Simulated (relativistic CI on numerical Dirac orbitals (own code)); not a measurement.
A reference radial Dirac CI calculation of Er II gave the lowest total energy -13070.77159 Ha in 84 SCF steps, from this input:

```
atom Er  Z=68  charge=1  electrons=67
nucleus A=166  rms_radius_fm=5.2516
hamiltonian dirac-coulomb  breit=on  qed=on  c_scale=1
orbitals kli  potential=per-configuration
slater_scale 1
correlation none
mixing on
grid step=0.0125 r_max=129.7
scf mixing=0.4 start=green max_iterations=150 tolerance=2e-08 node_fill=0.05
configurations
  [Xe] 4f12 6s
  [Xe] 4f11 6s2
  [Xe] 4f12 6p
  [Xe] 4f12 5d
  [Xe] 4f12 6d
end
```

One setting was then changed, and the output read:

```
SCF 1: [Xe] 4f12 6s
 iter      energy (Ha)   residual   last orbital (Ha)
    1    -13070.641177   2.79e+00     -0.67009
error: SCF of 1s2 2s2 2p6 3s2 3p6 3d10 4s2 4p6 4d10 4f12 5s2 5p6 6s did not converge
end: not converged
```

Task: Which setting was changed?
A. end of the grid
B. iteration limit
C. speed of light
D. Breit term

Result: B. The iteration limit 1. This setting is bad on purpose; its numbers may not be properties of the ion.
